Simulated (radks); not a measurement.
The numbers below are computed, except where a source is named.
Ionisation of neutral gallium, [Ar] 3d10 4s2 4p1, to Ga+, [Ar] 3d10 4s2, under several functionals. Scalar-relativistic Kohn-Sham, spin-polarised, spherical densities, finite nucleus; open shells are filled with parallel spins first; a radial shooting solver on a logarithmic mesh with Libxc functionals.

| functional | E(Ga) (hartree) | Exc (hartree) | IE (eV) | -e(HOMO) (eV) | <r> HOMO (bohr) | IE error (eV) |
|---|---|---|---|---|---|---|
| B86b exchange with PBE correlation | -1944.31138 | -75.86160 | 5.894 | 2.885 | 3.371 | -0.106 |
| exchange-only LDA | -1938.36844 | -69.80347 | 5.185 | 2.290 | 3.524 | -0.815 |
| BLYP | -1944.32067 | -75.86324 | 5.793 | 2.702 | 3.390 | -0.206 |
| exchange-only r2SCAN | -1942.76965 | -74.26949 | 5.161 | 2.410 | 3.418 | -0.839 |
| revPBE | -1944.09125 | -75.63912 | 5.816 | 2.834 | 3.382 | -0.184 |
| PBEsol | -1942.45562 | -73.97326 | 5.874 | 2.872 | 3.347 | -0.125 |
| MS2 meta-GGA | -1943.97995 | -75.50487 | 5.827 | 2.856 | 3.355 | -0.172 |
| r2SCAN | -1944.25074 | -75.77935 | 5.850 | 2.960 | 3.302 | -0.149 |
| PW91 | -1944.38509 | -75.93903 | 5.930 | 2.911 | 3.369 | -0.069 |

NIST Atomic Spectra Database: 5.999 eV (measured). Closest: PW91. The Delta-SCF values span 0.77 eV, the total energies 6.02 hartree. The highest occupied level is 4p. Open shells are spherical and high-spin; term and fine-structure splittings are not resolved.
